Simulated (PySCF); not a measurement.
Compound: C7H6ClF3O.
Atom-mapped SMILES: `[CH:1]#[C:2]/[C:3]([Cl:4])=[C:5](/[CH2:6][CH2:7][F:8])[O:9][CH:10]([F:11])[F:12]` (hydrogens: H13 on C1; H14, H15 on C6; H16, H17 on C7; H18 on C10)

The same species was optimised twice, with GFN2-xTB and with PBE0-D3(BJ)/def2-SVP (PySCF), and the same property calculations (PySCF, gas phase) were run on both structures.

```tsv
coordinate	GFN2-xTB	PBE0-D3(BJ)/def2-SVP	change
C5–O9 (Å)	1.385	1.360	-0.025
O9–C10 (Å)	1.355	1.372	+0.017
C6–C7 (Å)	1.530	1.517	-0.013
C10–F11 (Å)	1.362	1.349	-0.013
C10–F12 (Å)	1.339	1.327	-0.012
C1≡C2 (Å)	1.201	1.213	+0.012
C3=C5 (Å)	1.344	1.355	+0.011
C2–C3 (Å)	1.406	1.414	+0.008
C3–Cl4 (Å)	1.737	1.744	+0.007
C7–F8 (Å)	1.375	1.379	+0.004
C5–C6 (Å)	1.502	1.500	-0.002
F11–C10–F12 (°)	105.7	107.6	+1.9
C1–C2–C3 (°)	176.9	178.6	+1.7
C5–C6–C7 (°)	112.9	114.4	+1.5
O9–C10–F11 (°)	111.1	109.8	-1.3
Cl4–C3–C5 (°)	120.4	119.5	-0.9
O9–C10–F12 (°)	107.6	106.7	-0.9
C2–C3–Cl4 (°)	115.3	116.2	+0.9
C5–O9–C10 (°)	120.2	120.5	+0.3
C3–C5–C6–C7 (°)	-75	-78	-3
C5–C6–C7–F8 (°)	-66	-62	+4
C3–C5–O9–C10 (°)	149	149	0
C5–O9–C10–F11 (°)	90	88	-2
```

Rotational constants: A = 959.7, B = 593.3, C = 417.7 MHz (GFN2-xTB) against A = 963.0, B = 598.4, C = 420.6 MHz (PBE0-D3(BJ)/def2-SVP). Point groups within 0.08 Å: C1 and C1.

On the GFN2-xTB structure: HOMO (eV) -7.05 [PBE0/pcSseg-1]; LUMO (eV) -1.39 [PBE0/pcSseg-1]; dipole (D) 2.46 [PBE0/pcSseg-1]; GIAO shielding of C1 (ppm) 87.3 [PBE0/pcSseg-1]; GIAO shielding of C2 (ppm) 106.9 [PBE0/pcSseg-1]; GIAO shielding of C3 (ppm) 71.6 [PBE0/pcSseg-1]; GIAO shielding of Cl4 (ppm) 724.3 [PBE0/pcSseg-1]; GIAO shielding of C5 (ppm) 19.2 [PBE0/pcSseg-1]; GIAO shielding of C6 (ppm) 150.7 [PBE0/pcSseg-1]; GIAO shielding of C7 (ppm) 101.8 [PBE0/pcSseg-1]; GIAO shielding of F8 (ppm) 418.1 [PBE0/pcSseg-1].

Question: What do these properties become on the PBE0-D3(BJ)/def2-SVP structure?

Answer: 
| property | level | on GFN2-xTB | on PBE0-D3(BJ)/def2-SVP | change |
| --- | --- | --- | --- | --- |
| HOMO (eV) | PBE0/pcSseg-1 | -7.05 | -6.89 | +0.16 |
| LUMO (eV) | PBE0/pcSseg-1 | -1.39 | -1.34 | +0.05 |
| dipole (D) | PBE0/pcSseg-1 | 2.46 | 2.19 | -0.27 |
| energy, GFN2-xTB geometry as zero (kcal/mol) | PBE0/pcSseg-1 | 0.0 | -0.9 | -0.9 |
| GIAO shielding of C1 (ppm) | PBE0/pcSseg-1 | 87.3 | 85.7 | -1.6 |
| GIAO shielding of C2 (ppm) | PBE0/pcSseg-1 | 106.9 | 106.4 | -0.5 |
| GIAO shielding of C3 (ppm) | PBE0/pcSseg-1 | 71.6 | 71.0 | -0.6 |
| GIAO shielding of Cl4 (ppm) | PBE0/pcSseg-1 | 724.3 | 731.4 | +7.1 |
| GIAO shielding of C5 (ppm) | PBE0/pcSseg-1 | 19.2 | 19.5 | +0.3 |
| GIAO shielding of C6 (ppm) | PBE0/pcSseg-1 | 150.7 | 150.8 | +0.1 |
| GIAO shielding of C7 (ppm) | PBE0/pcSseg-1 | 101.8 | 102.1 | +0.3 |
| GIAO shielding of F8 (ppm) | PBE0/pcSseg-1 | 418.1 | 416.2 | -1.9 |

The heavy atoms differ by 0.041 Å rms after alignment. Among bonds between heavy atoms C5–O9 changes most (-0.025 Å). Changes are differences of the printed values. Neither structure is proved a minimum here.

The values belong to the conformer `[CH:1]#[C:2]/[C:3]([Cl:4])=[C:5](/[CH2:6][CH2:7][F:8])[O:9][CH:10]([F:11])[F:12]`: C3–C5–C6–C7 -78°, C5–C6–C7–F8 -62°, C3–C5–O9–C10 149°, C5–O9–C10–F11 88°.
